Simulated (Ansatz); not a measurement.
Basis sets compared for Cs4H5⁻ (the lowest singlet isomer of a short search). Charge -1, multiplicity 1. Geometry r2SCAN-D4/def2-TZVPD. Ansatz on 4 threads of Arm Neoverse V2 on a shared host; times are rough, and most runs start from earlier orbitals.

```xyz
9

Cs   -0.2438   -0.0827    2.8451
Cs   -0.3926    2.1308   -1.9484
Cs    2.5603   -0.5644   -1.0682
Cs   -2.5675   -1.2970   -0.3065
H    -2.1461   -2.2476    2.3370
H    -1.7043    1.3810    0.5869
H    -0.3027   -0.8168   -2.1421
H     2.3552   -0.6784    1.7906
H     2.4415    2.1751   -2.0942
```

In the def2 sets Cs takes a core potential; there is no spin–orbit coupling. The structure comes from a short search, and lower isomers may exist.

| level | functions | energy (Eh) | HOMO (eV) | LUMO (eV) | wall time |
| --- | --- | --- | --- | --- | --- |
| PBE-D4/def2-SVPD | 148 | -83.5628 | -0.12 | 1.17 | 3.1 s |
| PBE0-D4/def2-SVPD | 148 | -83.5363 | -1.00 | 1.22 | 3.1 s |

(1) Estimate the rows for PBE-D4/def2-TZVPD, PBE0-D4/def2-TZVPD (with forces).

## Answers

(1) 
```
                           level  functions  energy (Eh)  HOMO (eV)  LUMO (eV)  wall time
               PBE-D4/def2-TZVPD        173     -83.5836      -0.17       1.37      3.4 s
PBE0-D4/def2-TZVPD (with forces)        173     -83.5562      -1.06       1.64      5.5 s
```
